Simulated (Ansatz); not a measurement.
Total energies of C$_{3}$H$_{5}$BSe, SMILES `C=CBC=[Se]`.

```xyz
10

C     1.158   -1.021   -0.479
C     0.410   -0.799    0.606
B    -0.556    0.401    0.761
C    -0.808    1.419   -0.359
Se   -2.231    0.813   -1.203
H     1.848   -1.856   -0.547
H     1.096   -0.379   -1.353
H     0.515   -1.491    1.439
H    -1.134    0.583    1.797
H    -0.298    2.330   -0.662
```

The species carries charge 0 and has multiplicity 1. Correlated methods include outer-core shells of Se, which these sets cover unevenly. Scalar relativity is left out up to krypton. The structure was optimised at the PBE0-D4/def2-TZVP level. It is one conformer, not always the lowest. Basis def2-TZVPP, Ansatz.

RPA on PBE orbitals: Hartree–Fock energy of these orbitals -2540.96792 Eh, correlation -1.37861 Eh (frozen core).

```
 functional  energy without D4 (Eh)  D4 term (kJ/mol)
LDA (SPW92)             -2538.90879                 –
        PBE             -2543.15583             -22.9
       BLYP             -2543.69237             -50.3
     r2SCAN             -2543.61525              -5.6
     B97M-V             -2543.29579                 –
       PBE0             -2543.24764             -19.4
      BHLYP             -2543.61567             -28.5
    ωB97X-V             -2543.44961                 –
    ωB97M-V             -2543.51064                 –
   PBE-QIDH             -2542.90465                 –
```

Task: Give the same for revPBE, B3LYP, r2SCANh, r2SCAN0, HSE06 (plane-wave form), CAM-B3LYP, LC-ωPBE, B2PLYP. (An estimate is asked.)

Result: The calculation gave: 
```json
{"functional": "revPBE", "energy without D4 (Eh)": "-2543.48141", "D4 term (kJ/mol)": "-68.7"}
{"functional": "B3LYP", "energy without D4 (Eh)": "-2543.76481", "D4 term (kJ/mol)": "-37.1"}
{"functional": "r2SCANh", "energy without D4 (Eh)": "-2543.60469", "D4 term (kJ/mol)": "-6.0"}
{"functional": "r2SCAN0", "energy without D4 (Eh)": "-2543.59029", "D4 term (kJ/mol)": "-6.6"}
{"functional": "HSE06 (plane-wave form)", "energy without D4 (Eh)": "-2543.24213", "D4 term (kJ/mol)": "-18.2"}
{"functional": "CAM-B3LYP", "energy without D4 (Eh)": "-2543.74942", "D4 term (kJ/mol)": "-19.9"}
{"functional": "LC-ωPBE", "energy without D4 (Eh)": "-2543.26446", "D4 term (kJ/mol)": "–"}
{"functional": "B2PLYP", "energy without D4 (Eh)": "-2543.20687", "D4 term (kJ/mol)": "–"}
```

B3LYP takes the VWN-RPA correlation (the form of Gaussian; ORCA's B3LYP/G). HSE06 is the plane-wave form, built on full-range PBE exchange. The double hybrids freeze the cores in their second-order part.

LC-ωPBE has ω = 0.4 bohr⁻¹.
